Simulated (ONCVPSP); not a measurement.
## An all-electron radial function and its pseudo partner (N (Z = 7))

Columns: radius, all-electron u(r) and pseudo u(r) of the 2p shell (level -20.63 eV) of nitrogen in the configuration [He] 2s2 2p2; revPBE, non-relativistic, ONCV scheme, ONCVPSP 4.0.1.

```tsv
r (bohr)	all-electron	pseudo
0.085	0.0619	0.0245
0.170	0.1890	0.0944
0.255	0.3305	0.2009
0.340	0.4630	0.3307
0.425	0.5765	0.4688
0.510	0.6685	0.6007
0.595	0.7401	0.7145
0.680	0.7920	0.8024
0.765	0.8256	0.8609
0.850	0.8432	0.8911
0.935	0.8475	0.8968
1.020	0.8408	0.8837
1.105	0.8253	0.8578
1.190	0.8030	0.8246
1.275	0.7757	0.7879
1.360	0.7446	0.7503
1.445	0.7110	0.7130
1.530	0.6759	0.6763
1.615	0.6399	0.6399
1.700	0.6038	0.6038
1.785	0.5680	0.5680
1.870	0.5330	0.5330
1.955	0.4990	0.4990
2.040	0.4663	0.4663
2.125	0.4349	0.4349
2.210	0.4051	0.4051
```

Task: How many radial nodes do the two functions have?

Result: The all-electron 2p function has n − l − 1 = 0; the pseudo-wave has 0.

Task: At about which radius was the pseudo-wave matched?

Result: 1.65 bohr. The columns agree to 0.0005 from 1.53 bohr on; several derivatives are matched, so the curves merge somewhat inside the radius.

Task: Where does each function peak?

Result: Outermost all-electron maximum near 0.94 bohr, pseudo maximum near 0.94 bohr (to the table’s step).

Task: Is the pseudo-wave norm-conserving?

Result: Yes: the ONCV scheme keeps the norm inside the radius equal to the all-electron one, which fixes the energy derivative of the logarithmic derivative at the level.
